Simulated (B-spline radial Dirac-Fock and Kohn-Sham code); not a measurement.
Binding energies of Xe⁶⁺ at several levels of theory

System: the Xe⁶⁺ ion, [Kr] 4d10 5s2.

The density-functional columns are spherical, spin-unpolarised Dirac-Kohn-Sham results without Breit or QED terms: −ε is minus the orbital energy of the initial state and ΔSCF the difference of two total energies. The reference in the last column comes from Dirac-Fock energy differences between relaxed states, corrected for Breit and QED terms. All numbers are from a radial atomic solver, in eV; a selection of levels is shown. The Kohn-Sham columns are given as differences from the reference. For the 1s level of heavy atoms much of the gap between ΔSCF and the reference is the Breit and QED part, -123.4 eV here; for other levels the error of the functional can be larger.

```csv
level,LDA −ε − DF,LDA ΔSCF − DF,PBE −ε − DF,PBE ΔSCF − DF,Dirac-Fock
K,-260.9,+112.6,-223.5,+151.1,34646.3
L1,-124.3,-54.2,-119.7,-49.8,5540.5
L2,-93.1,-6.4,-91.4,-4.8,5189.2
L3,-96.8,-15.9,-95.6,-14.8,4868.7
M1,-63.4,-37.4,-62.1,-36.2,1232.0
M2,-50.7,-23.8,-50.3,-23.5,1086.0
M3,-50.0,-24.1,-49.8,-24.0,1023.8
M4,-31.9,-3.2,-32.3,-3.6,769.9
M5,-32.2,-3.9,-32.6,-4.3,757.2
N1,-28.7,-15.5,-28.3,-15.1,301.4
N2,-22.1,-9.3,-22.1,-9.2,247.4
N3,-22.2,-9.6,-22.0,-9.4,235.0
N4,-10.6,+1.1,-10.8,+0.9,146.4
N5,-10.7,+0.9,-10.8,+0.8,144.4
O1,-2.9,+3.9,-3.5,+3.3,89.61
```

For the outermost level NIST gives 91.6 ± 0.5 eV (semi-empirical); the differences from it are LDA −ε -4.85, LDA ΔSCF +1.91, PBE −ε -5.46, PBE ΔSCF +1.29, Dirac-Fock -1.99 eV.

Values without a named source are computed, but for edge energies of neutral atoms, which are taken from tables.
